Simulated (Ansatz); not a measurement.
Reaction (redistribution): `[CH3][Al]([NH2])[Cl]` + `CO[CH2][AlH][OH]` → `C[O][Al]([NH2])[Cl]` + `C[CH2][AlH][OH]`

Gas-phase electronic energies from Ansatz, PBE0-D4/def2-TZVP geometries. CCSD(T)/CBS adds triple-zeta CCSD(T) − MP2 to the extrapolated MP2 energy (def2 sets, frozen cores). DFT in def2-TZVPP. HSE06 is defined as in plane-wave codes. One conformer a species, not always the lowest.

Task: Is it downhill or uphill in electronic energy at CCSD(T)/CBS, and by how much? (An estimate is asked.)

Result: Ansatz gave: Downhill: ΔE = -171.3 kJ/mol.

Task: What do these levels give: PBE-D4, BHLYP-D4, ωB97M-V, B2PLYP, PBE, HSE06, CAM-B3LYP, RPA@PBE/def2-TZVPP, HF/def2-SVP, CCSD(T)/def2-SVP, MP2/def2-QZVPP, MP2/CBS(def2)? (Best estimate.)

Result: Ansatz gave: PBE-D4 -152.6, BHLYP-D4 -175.0, ωB97M-V -164.5, B2PLYP -171.6, PBE -153.2, HSE06 -161.5, CAM-B3LYP -169.7, RPA@PBE/def2-TZVPP -165.7, HF/def2-SVP -180.5, CCSD(T)/def2-SVP -170.9, MP2/def2-QZVPP -178.4, MP2/CBS(def2) -178.5 kJ/mol.

Task: What do rigid-rotor, harmonic-oscillator terms from PBE0-D4/def2-TZVP frequencies (298.15 K, 1 bar) make of the CCSD(T)/CBS value? (Estimate.)

Result: The calculation gave: ΔZPE = +4.4 kJ/mol, ΔH = -166.4 kJ/mol, ΔS = 5 J/(mol·K), ΔG = -167.8 kJ/mol.

Largest T1 diagnostic among the species: 0.012.

Leaving LDA and LC-ωPBE aside and taking each functional with its dispersion term where it has one, the values spread over 22.4 kJ/mol, from BHLYP-D4 to PBE-D4. LDA lies +3.1 kJ/mol from PBE without D4. From BLYP to BHLYP (50 % exact exchange), in def2-TZVPP and without D4, ΔE moves by −15.2 kJ/mol.
